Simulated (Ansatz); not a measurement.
Mulliken charges of AlAsH4Si, SMILES `[AlH]1[SiH2][AsH]1` from PBE/def2-TZVPP in Ansatz (PBE0-D4/def2-TZVP geometry).

| atom | x (Å) | y (Å) | z (Å) | charge (e) |
| --- | --- | --- | --- | --- |
| Al1 | -1.095 | -0.522 | -0.579 | 0.265 |
| Si2 | 0.363 | 1.010 | 0.424 | -0.008 |
| As3 | 0.658 | -1.378 | 0.827 | -0.108 |
| H4 | -2.176 | -1.025 | -1.611 | -0.069 |
| H5 | 1.534 | 1.761 | -0.103 | -0.048 |
| H6 | -0.077 | 1.588 | 1.721 | -0.042 |
| H7 | 0.855 | -1.502 | -0.726 | 0.010 |

Task: By hand: the dipole of these point charges (1 e Å = 4.8032 D).

Result: Σ q r = (-0.276, -0.093, -0.210) e Å, of length 0.359 e Å = 1.72 D.

Task: How does the dipole of the full density compare? (An estimate is asked.)

Result: Computed: (-0.195, 0.017, -0.126) e Å, 1.12 D; the point charges give 1.54 times that, at 20° from its direction.

Point charges leave out the atoms' own dipoles, such as those of lone pairs, and Mulliken's split depends on the basis, so the two needn't agree.
